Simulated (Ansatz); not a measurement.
## From B to Ga: the dipole moment

Gas-phase molecules, one atom swapped for its congeners: C2H9BS `[BH3-][S+](C)C`; C2H9AlS `C[S+](C)[AlH3-]`; C2H9GaS `C[S+](C)[GaH3-]`. All are singlets with charge 0.

Shapes, held fixed at every level: PBE0-D4/def2-TZVP. Programs: Ansatz 0.2.0. Values in D.

| level | C2H9BS | C2H9AlS | C2H9GaS |
| --- | --- | --- | --- |
| PBE-D4/def2-TZVPP | 4.55 | 4.70 | 4.42 |
| r2SCAN-D4/def2-TZVPP | 4.64 | 4.83 | 4.52 |
| B3LYP-D4/def2-TZVPP | 4.64 | 4.75 | 4.44 |
| wB97M-V/def2-TZVPP | 4.70 | 4.75 | 4.40 |

At wB97M-V/def2-TZVPP the dipole moment isn't monotonic: it is largest for Al and smallest for Ga (4.75 and 4.40 D). Every level shows the same order. Relativity is left out for Ga.
